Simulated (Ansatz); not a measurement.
`C[O][Ge]([F])([F])[SeH]` + `C#CC=C` → `C=CC#C[SeH]` + `C[O][GeH]([F])[F]`  (formal exchange of groups at the Se–Ge bond)

Program: Ansatz. Geometries: PBE0-D4/def2-TZVP. ΔE: electronic, gas phase. CCSD(T)/CBS adds triple-zeta CCSD(T) − MP2 to the extrapolated MP2 energy (def2 sets, frozen cores). For Ge, Se outer-core shells are correlated without core-valence functions, which leaves a few kJ/mol of doubt a bond. Scalar relativity is left out up to krypton. Each species was taken in one conformer, which may not be the lowest.

`C[O][Ge]([F])([F])[SeH]`:

```xyz
10

C    -0.185   -0.067    1.838
O     0.653   -0.260    0.705
Ge    0.051    0.048   -0.897
F    -0.475    1.683   -1.031
F    -1.421   -0.816   -1.136
Se    1.700   -0.498   -2.409
H    -0.489    0.980    1.935
H     0.397   -0.347    2.716
H    -1.077   -0.697    1.788
H     0.847   -0.025   -3.509
```

`C#CC=C`:

```xyz
8

C    -0.466    2.048   -0.280
C    -0.337    0.851   -0.280
C    -0.210   -0.560   -0.310
C     0.578   -1.258    0.506
H    -0.575    3.106   -0.273
H    -0.807   -1.077   -1.057
H     0.632   -2.338    0.434
H     1.184   -0.772    1.261
```

`C=CC#C[SeH]`:

```xyz
9

C    -1.190    1.394   -0.666
C    -0.903    0.650    0.403
C     0.122   -0.321    0.461
C     0.994   -1.156    0.532
Se    2.264   -2.432    0.769
H    -0.634    1.297   -1.591
H    -1.993    2.119   -0.633
H    -1.482    0.773    1.315
H     2.821   -2.325   -0.590
```

`C[O][GeH]([F])[F]`:

Cartesian coordinates in Å:
```
C -0.774 -0.991 -0.616
O -0.735 0.397 -0.315
Ge 0.608 1.085 0.546
F 2.065 0.736 -0.303
F 0.808 0.256 2.042
H -1.704 -1.176 -1.155
H -0.767 -1.598 0.294
H 0.066 -1.286 -1.251
H 0.433 2.577 0.757
```

```tsv
species	MP2/def2-QZVPP energy (Eh)
`C[O][Ge]([F])([F])[SeH]`	-4791.59908
`C#CC=C`	-154.43599
`C=CC#C[SeH]`	-2554.89411
`C[O][GeH]([F])[F]`	-2391.10642
```

(1) Work out ΔE.

Largest T1 diagnostic among the species: 0.012.

Results:

(1) ΔE = (-2554.89411) + (-2391.10642) − (-4791.59908) − (-154.43599) = 0.03454 Eh = +90.7 kJ/mol. CCSD(T)/CBS gives +96.0 kJ/mol.

The D4 term adds +3.7 kJ/mol with B3LYP and +2.0 kJ/mol with PBE0; it sums over pairs of atoms, weighted by their polarisabilities, and B3LYP, whose exchange is more repulsive, gets the larger term. In def2-TZVPP, CCSD(T) changes the Hartree–Fock value by −5.5 kJ/mol (the triples alone add −1.2 kJ/mol) and MP2 by −8.5 kJ/mol.

B3LYP here is the variant with VWN-RPA as its local correlation; programs differ in this.
